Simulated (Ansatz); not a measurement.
`[OH][Zr]([F])([Cl])[I]` + HCl → `[OH][Zr]([F])([Cl])[Cl]` + HI at 400 K and 1 bar (ligand exchange at a Zr–I bond).

Computed with Ansatz on PBE0-D4/def2-TZVP structures; ΔE is electronic, products minus reactants. CBS: MP2 limit from def2 TZ/QZ plus the TZ coupled-cluster correction, frozen cores. This one scheme is used for every species. Elements past krypton have def2 core potentials. For I, Zr outer-core shells are correlated without core-valence functions, which leaves a few kJ/mol of doubt a bond. One conformer a species, not always the lowest.

```csv
species,CCSD(T)/CBS energy (Eh),H − E (kJ/mol),S (J/(mol·K))
`[OH][Zr]([F])([Cl])[I]`,-980.07339,78.6,433.7
HCl,-460.38127,29.6,195.4
`[OH][Zr]([F])([Cl])[Cl]`,-1142.42143,79.0,413.5
HI,-298.03592,25.7,215.0
```

H − E and S are ideal-gas, rigid-rotor, harmonic terms from PBE0-D4/def2-TZVP, for one conformer and one mirror image of each species. 1 Eh = 2625.50 kJ/mol, R = 8.31446 J/(mol·K).

Problem. By hand: ΔE, ΔH, ΔS and ΔG.

Solution. ΔE = (-1142.42143) + (-298.03592) − (-980.07339) − (-460.38127) = -0.00269 Eh = -7.1 kJ/mol. Δ(H − E) = 79.0 + 25.7 − 78.6 − 29.6 = -3.5, so ΔH = -10.6 kJ/mol. ΔS = 413.5 + 215.0 − 433.7 − 195.4 = -0.6 J/(mol·K). ΔG = -10.6 − 400 × (-0.6)/1000 = -10.4 kJ/mol.

Problem. By hand: the equilibrium constant, and the temperature at which ΔG would vanish if ΔH and ΔS stayed fixed.

Solution. log₁₀ K = −ΔG/(RT ln 10) = 1.4. ΔG = 0 at ΔH/ΔS = 17667 K, far beyond where these terms or the molecules hold.

The number of gas molecules stays the same, so ΔS is small and ΔH decides. A doubt of 5 kJ/mol in ΔE shifts log₁₀ K by 0.7 here. Other conformers and mirror images would add mixing entropy, several J/(mol·K) or more a flexible species. These are equilibria of isolated gas molecules and say nothing of rates. Largest T1 diagnostic: 0.016 (customary marks: 0.02 for closed shells, 0.045 for open ones).
